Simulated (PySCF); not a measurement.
CH₆O₃Si₂, SMILES O=CO[SiH2][SiH2]O.

Coordinates come from a PBE0-D3(BJ)/def2-SVP optimisation. The structure was generated by enumeration, and PubChem lists no compound with its InChIKey, so it may never have been made. Other conformers were not sampled.

All values below come from PySCF with TDA-PBE/def2-SVPD.

Vertical excitations. Isolated molecule, no solvent.

Computed excitation energies, oscillator strengths and character:
```tsv
state	energy (eV)	λ (nm)	f	main pairs
S1	4.87	254	0.010	HOMO→LUMO 98 %
S2	5.57	223	0.014	HOMO→LUMO+1 94 %
S3	5.63	220	0.003	HOMO−1→LUMO 94 %
S4	5.69	218	0.004	HOMO−2→LUMO 90 %
S5	5.94	209	0.010	HOMO→LUMO+2 94 %
S6	6.12	202	0.037	HOMO−1→LUMO+1 85 %
S7	6.33	196	0.020	HOMO−2→LUMO+1 89 %
S8	6.36	195	0.005	HOMO−1→LUMO+2 95 %
S9	6.65	186	0.020	HOMO−2→LUMO+2 38 %, HOMO−3→LUMO 34 %, HOMO−5→LUMO 7 %, HOMO→LUMO+3 6 %
S10	6.71	185	0.021	HOMO−2→LUMO+2 52 %, HOMO−3→LUMO 27 %
T1	4.74	262	0	HOMO→LUMO 97 %
T2	4.99	248	0	HOMO→LUMO+1 95 %
T3	5.12	242	0	HOMO−1→LUMO 99 %
T4	5.38	230	0	HOMO→LUMO+2 97 %
```
Triplets are in the Tamm–Dancoff approximation.
